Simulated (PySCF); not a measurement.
H9Si5 (SMILES [SiH]1[SiH2][SiH2][SiH2][SiH2]1), doublet, at a GFN2-xTB geometry. Base run: R2SCAN/STO-3G run with PySCF.

Geometry (Å):
```xyz
14

Si     0.2250     1.9544    -0.0103
Si     1.8880     0.4484     0.5580
Si     0.9452    -1.6738     0.2909
Si    -1.2743    -1.4218    -0.3665
Si    -1.7506     0.8616    -0.5197
H      0.0705     3.0720     0.9398
H      2.4799     0.6128     1.8944
H      3.0463     0.6218    -0.3338
H      1.7071    -2.4574    -0.6879
H      1.0486    -2.4651     1.5231
H     -1.5318    -2.0897    -1.6472
H     -2.1853    -2.0980     0.5652
H     -2.1813     1.2154    -1.8822
H     -2.9196     1.2259     0.2952
```
Charge 0, spin multiplicity 2.
Orbitals are unrestricted.
All else is at PySCF's defaults.

The base run was repeated with changes; each row names its change, and settings that it needs were set with it.

```tsv
change	E (Eh)	HOMO (eV)	dipole (D)	<S^2>	core-seconds (rough)	outcome
base	-1435.99370	-1.95	0.53	0.753	30	converged
functional = hf	-1433.29732	-5.68	0.70	0.756	1	converged
functional = mn15	-1431.81694	-3.15	0.61	0.754	20	converged
functional = pw91,pw91	-1435.91297	-1.64	0.47	0.752	10	converged
functional = tpss	-1436.19450	-1.86	0.53	0.752	20	converged
functional = b97m_v	-	-	-	-	-	cut at the time limit
functional = m06l	-1436.06709	-1.77	0.49	0.753	10	converged
functional = bp86	-1436.16268	-1.65	0.47	0.751	20	converged
functional = blyp	-1435.89717	-1.41	0.51	0.751	10	converged
functional = pw6b95	-1437.37599	-2.90	0.52	0.751	10	converged
functional = wb97x	-1436.07144	-5.11	0.51	0.752	20	converged
functional = wb97m_v	-	-	-	-	-	cut at the time limit
functional = pbe	-1435.28216	-1.56	0.46	0.752	10	converged
```

Absolute energies of different levels of theory aren't comparable as measures of quality.

Open shells are given as the SCF converged; they aren't shown to be the lowest states, and a large step between rows can be another state.
